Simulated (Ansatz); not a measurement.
Start from `C[NH][GeH]([Cl])[O]C` and change one atom or group to get `C[NH][GeH]([F])[O]C`.

Ansatz, PBE0-D4/def2-TZVP geometries, multiplicity 1. Each molecule was computed in one conformer, which needn't be the lowest.

Scalar relativity is left out up to krypton.

```tsv
property	`C[NH][GeH]([Cl])[O]C`
LUMO energy (PBE/def2-TZVPP) / eV	-0.63
HOMO energy (B3LYP/def2-TZVPP) / eV	-6.90
HOMO energy (PBE/def2-TZVPP) / eV	-5.72
HOMO energy (PBE0/def2-TZVPP) / eV	-7.13
HOMO–LUMO gap (PBE0/def2-TZVPP) / eV	7.52
HOMO energy (ωB97M-V/def2-TZVPP) / eV	-9.48
```

**Question.** Give the same properties after the change, and the shifts. (An estimate is asked.)

**Answer.** Ansatz gave: 
```json
{"property": "LUMO energy (PBE/def2-TZVPP) / eV", "`C[NH][GeH]([F])[O]C`": "-0.20", "shift": "0.43"}
{"property": "HOMO energy (B3LYP/def2-TZVPP) / eV", "`C[NH][GeH]([F])[O]C`": "-6.97", "shift": "-0.07"}
{"property": "HOMO energy (PBE/def2-TZVPP) / eV", "`C[NH][GeH]([F])[O]C`": "-5.77", "shift": "-0.05"}
{"property": "HOMO energy (PBE0/def2-TZVPP) / eV", "`C[NH][GeH]([F])[O]C`": "-7.21", "shift": "-0.08"}
{"property": "HOMO–LUMO gap (PBE0/def2-TZVPP) / eV", "`C[NH][GeH]([F])[O]C`": "8.00", "shift": "0.48"}
{"property": "HOMO energy (ωB97M-V/def2-TZVPP) / eV", "`C[NH][GeH]([F])[O]C`": "-9.58", "shift": "-0.10"}
```

With PBE0 the HOMO falls by 0.08 eV and the LUMO rises by 0.42 eV, so the gap widens by about 0.50 eV. PBE moves the HOMO by -0.05 eV and ωB97M-V by -0.10 eV.

B3LYP here is the variant with VWN-RPA as its local correlation; programs differ in this.
